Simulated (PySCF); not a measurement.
Lewis adduct: AlH3 (SMILES [AlH3]) (first 4 atoms) with H2O (SMILES O); geometry from B3LYP-D3(BJ)/def2-TZVP, rigid monomers moved along the line of their centres of mass till Al1···O5 is 2.35 Å.
(charge 0, multiplicity 1):
```xyz
7

Al    -0.0213     0.2183     0.3257
H      0.6033    -0.9348    -0.5657
H     -1.6083     0.3857     0.3374
H      0.8687     1.5100     0.6192
O      0.1284    -0.6563     2.5027
H     -0.7367    -0.7579     2.9203
H      0.6765    -0.1117     3.0823
```

Counterpoise-corrected where a basis set is named; no monomer relaxation. Rows marked so take none.

Rows in 3-21G, 6-31G* carry no dispersion term and start afresh at each structure (6-31G* with six Cartesian d functions). MP2/6-31G* freezes PySCF's default core.

Run with PySCF for 3-21G rows, 6-31G* rows. 

**Question.** Predict the interaction energy from HF/3-21G (no counterpoise).

**Answer.** -31.6 kcal/mol

**Question.** Predict the interaction energy from B3LYP/3-21G (no counterpoise).

**Answer.** -35.9 kcal/mol

**Question.** What is the computed interaction energy (MP2/6-31G*)?

**Answer.** -20.0 kcal/mol
